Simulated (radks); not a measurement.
Problem. Cr IX, 16 electrons, occupied as [Ne] 3s2 3p4. Method: Dirac Kohn-Sham, PW91, spin-unpolarised, spherical densities, finite nucleus; open shells are shared between the two j in proportion to 2j + 1; Fermi nuclear charge, rms radius 3.6452 fm; computed with a radial shooting solver on a logarithmic mesh with Libxc functionals. Some entries of the table are withheld. Estimate them.

| orbital | occ. | eigenvalue (Ry) | <r^2> (bohr^2) |
|---|---|---|---|
| 1s1/2 | 2 | -445.7224 | (1) |
| 2s1/2 | 2 | -62.38232 | 0.1007 |
| 2p1/2 | 2 | -55.03469 | 0.08118 |
| 2p3/2 | 4 | -54.39495 | 0.08283 |
| 3s1/2 | 2 | (2) | 0.7581 |
| 3p1/2 | 1.33333 | -14.74495 | 0.7880 |
| 3p3/2 | 2.66667 | -14.64153 | 0.7981 |
| 3d3/2 | 0 | -11.27508 | 0.7892 |
| 3d5/2 | 0 | -11.26033 | 0.7917 |
| 4s1/2 | 0 | (3) | 3.351 |

Solution. 
(1) 1s1/2 <r^2> (bohr^2): 0.005432
(2) 3s1/2 eigenvalue (Ry): -16.91446
(3) 4s1/2 eigenvalue (Ry): -7.27168
